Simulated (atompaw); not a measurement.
## An all-electron radial function and its pseudo partner (gallium (Ga))

Columns: radius, all-electron u(r) and pseudo u(r) of the 3d shell (level -19.16 eV) of gallium in the configuration [Ar] 3d10 4s2 4p1; PBEsol, scalar-relativistic, PAW (atompaw) scheme, atompaw 4.2.0.5.

```csv
r (bohr),all-electron,pseudo
0.071,0.0667,0.0023
0.142,0.2880,0.0176
0.213,0.5562,0.0565
0.285,0.7904,0.1261
0.356,0.9540,0.2243
0.427,1.0507,0.3454
0.498,1.0918,0.4782
0.569,1.0919,0.6078
0.640,1.0645,0.7195
0.712,1.0190,0.8019
0.783,0.9642,0.8453
0.854,0.9045,0.8511
0.925,0.8434,0.8255
0.996,0.7829,0.7793
1.067,0.7244,0.7241
1.138,0.6686,0.6686
1.210,0.6153,0.6153
1.281,0.5662,0.5662
1.352,0.5206,0.5206
1.423,0.4782,0.4782
1.494,0.4392,0.4392
1.565,0.4031,0.4031
1.637,0.3695,0.3695
1.708,0.3391,0.3391
1.779,0.3112,0.3112
1.850,0.2856,0.2856
```

How many radial nodes do the two functions have?

The all-electron 3d function has n − l − 1 = 0; the pseudo-wave has 0.

At about which radius was the pseudo-wave matched?

1.15 bohr. The columns agree to 0.0005 from 1.07 bohr on; several derivatives are matched, so the curves merge somewhat inside the radius.

Where does each function peak?

Outermost all-electron maximum near 0.57 bohr, pseudo maximum near 0.85 bohr (to the table’s step).

Is the pseudo-wave norm-conserving?

No, it belongs to a PAW set: the norm inside the radius is not constrained, and the difference is carried by the augmentation charge.
